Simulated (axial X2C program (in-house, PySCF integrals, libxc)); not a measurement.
Potential curves of TiO⁻, two-component

All values were computed with an in-house relativistic program for diatomic molecules. Two-component (2c) means X2C with spin–orbit coupling and atomic mean-field two-electron Coulomb and Gaunt terms. Basis: Ti dyall-acv3z [11s11p7d4f2g], O dyall-av3z [7s6p3d2f] (cores contracted in-house); Gaussian nuclei, density fitting, unrestricted open shells. Masses: Ti 47.948 u, O 15.995 u.

State: Ω = 3/2 (⟨Sz⟩ = -0.50, ⟨Lz⟩ = 2.00 at PBE0). Energies in eV from the lowest point of each curve. Fits are polynomials in 1 − R0/R over 0.85 to 1.23 times the lowest point R0.

| R (Å) | PBE0 |
| --- | --- |
| 1.4181 | 1.3726 |
| 1.4833 | 0.5818 |
| 1.5322 | 0.2328 |
| 1.5811 | 0.0497 |
| 1.6300 | 0.0000 |
| 1.6870 | 0.0734 |
| 1.7441 | 0.2540 |
| 1.8174 | 0.5955 |
| 1.9071 | 1.1152 |
| 2.0375 | 1.9467 |

The state is one determinant whose occupation by symmetry is held fixed; it was picked as the lowest of a PBE0 search that is not exhaustive. Density functionals use the spin component along the axis (collinear). Without a current term, density functionals place determinants with orbital angular momentum somewhat too high. The highest occupied level of some functionals is positive through self-interaction error; at Hartree–Fock it is bound. The determinant is spin-polarised beyond a pure state at some levels (its spin-free form has ⟨S²⟩ too high), which makes Re and μ there less reliable.

Question: What are Re and ωe at the PBE0 level?

Answer: At PBE0, 2c: Re = 1.627 Å, ωe ≈ 1010 cm⁻¹; Be follows as 0.531 cm⁻¹.
